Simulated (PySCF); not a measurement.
SMILES F[Si](F)(F)N[Si](F)(F)F (HF₆NSi₂) (PBE0/def2-SVP optimised geometry):

```
10

Si     0.751    -1.281     0.000
F      0.284    -2.117    -1.276
F      2.348    -1.281     0.000
F      0.201    -2.042     1.288
N      0.207     0.335     0.000
Si    -1.287     0.950     0.539
F     -1.782     2.117    -0.432
F     -1.227     1.577     2.005
F     -2.348    -0.240     0.557
H      0.866     1.015    -0.374
```

Computed with PySCF with PBE0/def2-TZVP.

### Question
What are the frontier orbital energies and the dipole moment?

### Answer
HOMO-2 -12.45 eV, HOMO-1 -12.43 eV, HOMO -9.84 eV, LUMO -0.20 eV, LUMO+1 1.22 eV; dipole moment 2.07 D.

On the same geometry PBE/def2-TZVP in PySCF gives HOMO-2 -10.31 eV, HOMO-1 -10.27 eV, HOMO -8.20 eV, LUMO -1.13 eV, LUMO+1 0.20 eV; dipole moment 1.98 D.

Meta-Löwdin charges at PBE0/def2-TZVP: Si1 1.73, F2 -0.48, F3 -0.48, F4 -0.48, N5 -0.86, Si6 1.73, F7 -0.48, F8 -0.48, F9 -0.48, H10 0.28.
